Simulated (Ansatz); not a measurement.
Consider the isomerisation: `F[SiH](F)[SiH](Cl)Cl` → `F[Si](F)(Cl)[SiH2]Cl`.

Isolated molecules relaxed with PBE0-D4/def2-TZVP in Ansatz; ΔE leaves out vibrations. CBS: MP2 limit from def2 TZ/QZ plus the TZ coupled-cluster correction, frozen cores. DFT in def2-TZVPP. Each species was taken in one conformer, which may not be the lowest.

```csv
level,ΔE (kcal/mol)
revPBE-D4,-3.3
r2SCANh,-3.6
RPA@PBE/def2-TZVPP,-3.1
CCSD(T)/def2-TZVPP,-3.4
```

**Question.** What does CCSD(T)/CBS give? (Estimate.)

**Answer.** Ansatz gave: -3.1 kcal/mol. The listed levels differ from it by -0.2, -0.5, 0.0, -0.3 kcal/mol.

Largest T1 diagnostic among the species: 0.011.

Leaving LDA and LC-ωPBE aside and taking each functional with its dispersion term where it has one, the values, not all of them listed here, spread over 1.0 kcal/mol, from B97M-V to BLYP-D4.
